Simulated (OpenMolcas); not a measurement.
# Ru5+ in a point-charge field

Ru5+ among 6 point charges of -1.7 e arranged as an octahedron (Oh), 1.7 Å from the ion.

- Program: OpenMolcas 26.06
- Method: CASSCF
- Basis: ANO-RCC-VDZP [6s5p3d1f]
- Scalar Hamiltonian: DKH2, point nucleus
- Active space: 3 electrons in 5 orbitals (4d)
- State averaging: 2S+1 = 4 even, 10 roots; 2S+1 = 2 even, 40 roots
- Spin-orbit coupling: state interaction with AMFI integrals over the reference wave functions

The lowest spin-free states (labels of O, the rotations of Oh), above the lowest:

```
State  Degeneracy  E (cm-1)  Free-ion L (%)
  4A2           1       0.0         F (100)
  4T2           3     11925         F (100)
   2E           2     18609          G (66)
  4T1           3     19282          F (82)
  2T1           3     19548          G (48)
  2T2           3     26009          D (44)
  2A1           1     27816         G (100)
  2T2           3     30959          G (55)
  4T1           3     31498          P (82)
  2T1           3     31631          H (51)
   2E           2     33725          H (50)
  2T1           3     37446          P (44)
  2T1           3     43487          H (73)
  2T2           3     43498          D (57)
  2A2           1     47641         F (100)
  2T2           3     49082          F (75)
   2E           2     51260          D (44)
  2T1           3     54901          F (83)
   2E           2     73056          D (91)
  2T2           3     75990          D (90)
```

The lowest levels with spin-orbit coupling:

| E (cm-1) | Degeneracy | Label | 2S+1 | g |
| --- | --- | --- | --- | --- |
| 0.0 | 4 | Γ8 | 4 |  |
| 11580 | 4 | Γ8 | 4 |  |
| 11621 | 2 | Γ7 | 4 | 2.45 2.45 2.45 |
| 12170 | 4 | Γ8 | 4 |  |
| 12499 | 2 | Γ6 | 4 | 2.58 2.58 2.58 |
| 18043 | 4 | Γ8 | 2 (64 %) |  |
| 18675 | 2 | Γ7 | 4 | 0.71 0.71 0.71 |
| 18686 | 4 | Γ8 | 2 (54 %) |  |
| 19632 | 2 | Γ6 | 2 (63 %) | 1.50 1.50 1.50 |
| 19638 | 4 | Γ8 | 4 (59 %) |  |
| 21047 | 2 | Γ6 | 4 (60 %) | 2.47 2.47 2.47 |
| 21648 | 4 | Γ8 | 4 (62 %) |  |
| 26581 | 4 | Γ8 | 2 |  |
| 27130 | 2 | Γ7 | 2 | 0.84 0.84 0.84 |
| 28528 | 2 | Γ6 | 2 (84 %) | 3.19 3.19 3.19 |
| 30131 | 4 | Γ8 | 4 (63 %) |  |
| 30545 | 2 | Γ6 | 2 (70 %) | 0.56 0.56 0.56 |
| 31110 | 2 | Γ7 | 2 (89 %) | 0.82 0.82 0.82 |
| 31146 | 4 | Γ8 | 2 (85 %) |  |
| 32133 | 2 | Γ6 | 4 (55 %) | 2.22 2.22 2.22 |

Powder χT (cm3 K/mol): 1.29 at 2 K, 1.29 at 10 K, 1.3 at 50 K, 1.3 at 100 K, 1.32 at 200 K, 1.34 at 300 K. The effective moment at 300 K is 2.828 √(χT) = 3.27 μB.

The lowest level has 2S+1 = 4, for which the spin-only value is χT = S(S+1) / 2 = 1.875 cm3 K/mol (g = 2). The computed 1.338 at 300 K differs by -0.537, through orbital momentum, spin-orbit coupling and any other state in reach.

A least-squares ligand-field fit to the states below 45000 cm-1, each weighted by its degeneracy and with a free common offset, gives 10Dq = 12217 cm-1, B = 990 cm-1 and C = 4041 cm-1 (C/B = 4.08), with an rms deviation of 138 cm-1.

Without dynamic correlation the repulsion within the d shell is too large (B by tens of per cent), so at a given field states of lower spin stand too high. This field is weak: 10Dq is about 12217 cm-1, while octahedral complexes of 4d ions of charge 3 and more, computed by the same method with explicit ligands, had a median near 25000 cm-1. Ground spin and moment need not be those of a real site. This is an electrostatic model: the charges have no orbitals. No measured value stands beside these numbers.

The RASSCF and RASSI steps took 15 s on 1 thread of Arm Neoverse N1, with other jobs on the host; the integral step is not counted.
